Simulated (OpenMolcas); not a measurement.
Pt4+ (d6) among equal point charges was computed by CASSCF with the d shell active (OpenMolcas, ANO-RCC-VDZP on the metal). Its lowest spin-free states, and all those of the highest spin:

| 2S+1 | Degeneracy | E (cm-1) |
| --- | --- | --- |
| 5 | 2 | 0.0 |
| 5 | 2 | 1404 |
| 5 | 1 | 5217 |
| 3 | 1 | 16203 |
| 3 | 2 | 18387 |
| 3 | 1 | 18816 |
| 3 | 1 | 18854 |
| 3 | 2 | 19208 |
| 3 | 2 | 20231 |
| 3 | 2 | 21642 |
| 3 | 2 | 21930 |
| 3 | 1 | 22297 |

Question: Is the site octahedral, tetrahedral or cube-like, axial, or of lower symmetry?

Answer: The states with 2S+1 = 5 have orbital degeneracies 2, 2, 1. There are pairs but no triples, so the site is axial: not cubic, but with a proper or improper axis of order three or more. The run had Pt4+ among 5 point charges of -1.6 e arranged as a trigonal bipyramid (D3h), 2.06 Å from the ion, with the axial distance 2.204 Å.

Spin-orbit coupling mixes the spin-free states strongly: the lowest level takes only 48 % from its leading state, 5E. Without dynamic correlation the repulsion within the d shell is too large (B by tens of per cent), so at a given field states of lower spin stand too high. Point charges give a weaker field than real ligands, and real ions of this kind are as a rule low spin; the high spin found here belongs to the model. Point charges carry no covalency, so the field is a model and not that of real ligands. No measured value stands beside these numbers.
